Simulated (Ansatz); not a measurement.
## What each rung costs, and what it gives

Saddle point of Si$_{3}$H$_{9}$O, doublet (Si₂H₆O ([SiH3][O][SiH3]) + SiH₃ → Si₂H₅O ([SiH2][O][SiH3]) + SiH₄; bonds formed: H1–Si5; bonds broken: H1–Si2), PBE0-D4/def2-TZVP structure:

```
13
angstrom
H 0.7298 -1.0924 -0.4404
Si 1.3438 -0.5619 1.1488
O 0.3444 0.6986 1.4441
Si -0.9113 1.6375 0.9808
Si -0.2013 -1.1867 -1.9450
H 2.7481 -0.0658 1.1011
H 1.1853 -1.5724 2.2326
H -2.0547 0.7892 0.5501
H -1.3184 2.4704 2.1389
H -0.5064 2.5147 -0.1480
H -0.7422 0.1628 -2.2651
H -1.3191 -2.1513 -1.7621
H 0.7019 -1.6428 -3.0362
```

Barriers are electronic and count from the start structure reached by relaxing down the imaginary mode. Spin–orbit coupling is left out.

Computed with Ansatz 0.2.0 (basis: as named in each row); correlated methods freeze the cores; orbitals are unrestricted. B3LYP uses VWN-RPA correlation. Extrapolation: Hartree–Fock as exp(−7.88 √X), correlation as X^−2.97.

Times are rough, for one single point on 4 threads of a shared host (AMD EPYC 7R13), with one NVIDIA H100 (or a share of it) where marked.

The estimate by CCSD(T) at an estimated basis limit (MP2 extrapolated from triple and quadruple zeta, plus CCSD(T) − MP2 in triple zeta) is 0.569 eV.

```
      method       basis   time (s)  barrier (eV)  method less estimate
          HF      STO-3G    under 1         0.790                 0.221
      PBE-D4      STO-3G    under 1        -0.206                -0.775
       SPW92    def2-SVP    under 1         0.105                -0.464
    B3LYP-D4       6-31G          1         0.217                -0.353
      PBE-D4    def2-SVP          2         0.226                -0.343
     PBE0-D4    def2-SVP          2         0.361                -0.208
       SPW92  def2-TZVPP          2         0.130                -0.439
      PBE-D4  def2-TZVPP          3         0.257                -0.312
     BLYP-D4  def2-TZVPP          4         0.302                -0.268
         MP2  def2-QZVPP   5 (H100)         0.640                 0.071
    B3LYP-D4  def2-TZVPP          6         0.400                -0.169
     wB97M-V    def2-SVP          7         0.473                -0.096
    BHLYP-D4  def2-TZVPP          7         0.555                -0.014
     PBE0-D4  def2-TZVPP          8         0.385                -0.184
CAM-B3LYP-D4  def2-TZVPP          8         0.476                -0.093
      B2PLYP  def2-TZVPP          8         0.483                -0.086
  RPA on PBE  def2-TZVPP          8         0.579                 0.010
   r2SCAN-D4  def2-TZVPP          8         0.382                -0.187
  r2SCAN0-D4  def2-TZVPP          8         0.468                -0.101
    PBE-QIDH  def2-TZVPP         10         0.534                -0.035
      B97M-V  def2-TZVPP         13         0.274                -0.296
     wB97X-V  def2-TZVPP         13         0.493                -0.076
     CCSD(T)    def2-SVP         15         0.640                 0.071
     wB97M-V  def2-TZVPP         15         0.511                -0.059
     CCSD(T)  def2-TZVPP  47 (H100)         0.590                 0.021
```

All methods are single points on the PBE0-D4 structures; a negative value means that the method puts the saddle structure below the start.

The T1 diagnostic stays at or below 0.015. ⟨S²⟩ of the unrestricted Hartree–Fock references: 0.75 to 0.78 (a pure state has 0.75).

Radical steps of this kind take place in plasma deposition and etching.

Labels in which every atom is bracketed show which atoms are joined, not bond orders.
